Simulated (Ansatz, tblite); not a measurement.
Forces on the cluster Zr₂Se₄⁺ at its r2SCAN-D4/def2-SVP geometry. Total charge 1; doublet.

In the def2 sets Zr takes a core potential; there is no spin–orbit coupling. The xTB rows come from tblite. The structure comes from a short search, and lower isomers may exist.

GFN1-xTB (tblite), largest force 0.99 eV/Å:

```xyz
6
positions Å, forces eV/Å
Zr   -0.298   -0.974    0.519    0.437    0.702   -0.549
Zr    0.943    1.364   -1.141   -0.440    0.090    0.321
Se    0.827    1.233    1.366    0.098   -0.129   -0.420
Se    2.004   -0.809   -1.340   -0.035   -0.299    0.115
Se   -2.107   -1.233    2.019   -0.508   -0.365    0.507
Se   -1.368    0.418   -1.422    0.448    0.001    0.026
```

GFN2-xTB (tblite), largest force 2.82 eV/Å:

```
Zr 0.832 -1.305 -0.273
Zr 0.870 2.308 -1.358
Se 0.080 0.215 1.073
Se 0.799 -0.938 -0.355
Se -1.553 -0.084 1.247
Se -1.028 -0.197 -0.334
```

PBE-D4/def2-TZVP (Ansatz), largest force 0.34 eV/Å:

```
Zr 0.253 0.051 -0.215
Zr 0.002 0.073 -0.022
Se -0.011 -0.002 0.140
Se 0.064 -0.103 -0.020
Se -0.176 0.028 0.130
Se -0.133 -0.047 -0.013
```
